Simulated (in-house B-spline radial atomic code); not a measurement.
The numbers below are computed, except where a source is named.
Weak and strong correlation along the adiabatic connection

Two-electron singlets in several external potentials (atomic units), by full CI in B-splines with partial waves to l = 8 (correlation energies up to 0.6 % small). The repulsion is scaled by λ at fixed density; W(λ) is the mean repulsion less the Hartree energy, W(0) = E_x, and the area under W from 0 to 1 is E_xc.

One system gave this curve:

```
   λ  W (hartree)
   0     -0.49119
0.02     -0.49333
0.05     -0.49647
0.12     -0.50343
0.25     -0.51517
 0.4     -0.52706
 0.6     -0.54063
 0.8     -0.55212
   1     -0.56195
 1.4     -0.57785
   2      -0.5953
   3     -0.61459
```

Q: Which system is it?
A. −Z/r, Z = 4.5
B. −Z/r, Z = 1.16
C. −Z/r, Z = 14
D. −Z/r, Z = 2, wall at 1.4 bohr

A: B. The exchange energy sets the size: −Z/r, Z = 1.16: E_x = -0.491, E_c = -0.0405; −Z/r, Z = 14: E_x = -8.53, E_c = -0.0457; −Z/r, Z = 4.5: E_x = -2.59, E_c = -0.0443; −Z/r, Z = 2, wall at 1.4 bohr: E_x = -1.56, E_c = -0.043 hartree.
